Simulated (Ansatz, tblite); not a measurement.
Removing and adding an electron: Si5F3 (the lowest doublet isomer of a short search). Charge 0, multiplicity 2. Geometry: B3LYP-D4/def2-SVP. Ansatz, gas phase; energy differences of separate SCF runs; the oxidised species is a singlet (the triplet lies 0.34 eV higher at PBE0-D4/def2-TZVP); the reduced species is a singlet (the triplet lies 1.36 eV higher at PBE0-D4/def2-TZVPD).

| atom | x (Å) | y (Å) | z (Å) |
| --- | --- | --- | --- |
| Si1 | 1.514 | -0.095 | -0.657 |
| Si2 | 1.321 | -0.060 | 1.735 |
| Si3 | -0.814 | -0.060 | -0.986 |
| Si4 | -0.504 | 1.273 | 0.927 |
| Si5 | -0.399 | -1.562 | 0.841 |
| F6 | -1.766 | 1.712 | 1.863 |
| F7 | -1.815 | -0.052 | -2.269 |
| F8 | 2.463 | -1.156 | -1.455 |

The xTB rows come from tblite. Correlated methods freeze 28 core orbitals. The rows differ in basis, and correlated rows in double-zeta sets carry the largest basis error. The structure comes from a short search, and lower isomers may exist.

```
               level  −HOMO (eV)  vertical IE (eV)  −LUMO (eV)  vertical EA (eV)  HOMO–LUMO gap (eV)  IE − EA (eV)                                                                                                       remarks
            GFN1-xTB           –             10.80           –              7.04                   –          3.76                                                                                                             –
            GFN2-xTB           –              9.81           –              4.69                   –          5.12                                                                                                             –
    PBE-D4/def2-TZVP        5.82              8.24        5.04                 –                0.78             –                                                                    restricted SCF unstable in HF (+1 singlet)
   PBE-D4/def2-TZVPD        5.86                 –        5.08              2.88                0.78             –                                                                                                             –
 r2SCAN-D4/def2-TZVP        6.18              8.46        4.86                 –                1.31             –                                                                    restricted SCF unstable in HF (+1 singlet)
r2SCAN-D4/def2-TZVPD        6.20                 –        4.88              2.86                1.32             –                                                                                                             –
   PBE0-D4/def2-TZVP        6.72              8.38        4.33                 –                2.39             –                                                                    restricted SCF unstable in HF (+1 singlet)
  PBE0-D4/def2-TZVPD        6.74                 –        4.35              2.88                2.39             –                                                                                                             –
       CCSD/def2-SVP           –              8.11           –                 –                   –             –  large T1 (0.023) (+1 singlet), restricted SCF unstable (+1 singlet), spin-contaminated (⟨S²⟩ 1.02) (doublet)
    CCSD(T)/def2-SVP           –              8.09           –                 –                   –             –  large T1 (0.023) (+1 singlet), restricted SCF unstable (+1 singlet), spin-contaminated (⟨S²⟩ 1.02) (doublet)
```

Run but left out: HF/def2-SVP (charge +1 singlet: restricted singlet, unstable towards broken spin symmetry); MP2/def2-SVP (doublet: ⟨S²⟩ 1.02, where a pure state has 0.75).   HOMO and LUMO are the levels of the spin that leaves or enters (xTB has no such levels and no spin-polarisation term). Other spin states of the ions may lie lower, which would lower the ionisation energy or raise the affinity. Raw xTB energy differences between charge states are shifted by several eV; the methods need an empirical correction for them.
